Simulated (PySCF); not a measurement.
Nuclear quadrupole coupling in `O=C[C@@]1(F)CO[SiH2][C@H]1F`

Species: C4H6F2O2Si.
Numbering: `[O:1]=[CH:2][C@@:3]1([F:4])[CH2:5][O:6][SiH2:7][C@H:8]1[F:9]` (hydrogens: H10 on C2; H11, H12 on C5; H13, H14 on Si7; H15 on C8)

Geometry (GFN2-xTB, Å), atoms numbered from 1 in this order:
```
atom  x, y, z in Å
O1    -1.2109   -0.5372    1.6971
C2    -1.6109   -0.3926    0.5789
C3    -0.6954   -0.0531   -0.5700
F4    -1.3998   -0.0926   -1.7584
C5    -0.1598    1.3813   -0.3559
O6     0.9040    1.3520    0.5405
Si7    1.6016   -0.1125    0.7906
C8     0.5212   -0.9718   -0.5576
F9     0.1567   -2.2747   -0.2933
H10   -2.6764   -0.4618    0.3031
H11   -0.9418    2.0381    0.0385
H12    0.1713    1.7714   -1.3255
H13    2.9792   -0.0358    0.3168
H14    1.3834   -0.6192    2.1283
H15    0.9735   -0.9835   -1.5551
```

Field gradients from the PBE0/pcSseg-1 density (PySCF, non-relativistic), principal values in atomic units, ordered |Vxx| ≤ |Vyy| ≤ |Vzz|:

```
atom      Vxx      Vyy      Vzz
  O1   0.4167   1.5601  -1.9768
  O6  -0.5318  -1.2495   1.7813
```

Problem. Find the asymmetry η = (Vxx − Vyy)/Vzz and the couplings χ = eQV/h (234.96 MHz × Q in barn × V in au), with Q(17O) = −0.0256 b.

Solution. 
```tsv
atom	environment	nucleus	η	χzz (MHz)	χxx (MHz)	χyy (MHz)
O1	aldehyde oxygen	17O	0.58	11.89	-2.51	-9.38
O6	silyl ether oxygen	17O	0.40	-10.71	3.20	7.52
```

Problem. What is Vzz at O1 in SI units (1 au = 9.71736 × 10²¹ V/m²)?

Solution. -1.9768 au = -19.209 × 10²¹ V/m².

Problem. And the gradient at the other heavy atoms, for which no coupling is worked out here?

Solution. 
```
atom                 environment  Vzz (au)     η
  C2             aldehyde carbon     0.566  0.08
  C3              sp3 C–F carbon     0.516  0.05
  F4              alkyl fluorine     3.039  0.02
  C5  sp3 carbon bound to oxygen     0.351  0.51
 Si7        oxygen-bound silicon     0.667  0.50
  C8              sp3 C–F carbon     0.533  0.47
  F9              alkyl fluorine     3.143  0.07
```

Were the hydrogens deuterons (Q(2H) = 0.00286 b), χzz would run from 108 kHz (H13) to 196 kHz (H15).

The structure is a single GFN2-xTB conformer in the gas phase; no vibrational or solvent corrections. GFN2-xTB bond lengths can be off by several hundredths of an ångström, more for odd bonds, and the gradients follow them. With a basis this small, the couplings can be 20 % off.

The run behind these numbers computed NMR shieldings as well. On one thread, Arm Neoverse N1 (aarch64) (shared host), this took 73 s (with the writing of density and orbital grids) and 0.85 GiB of memory at its peak.
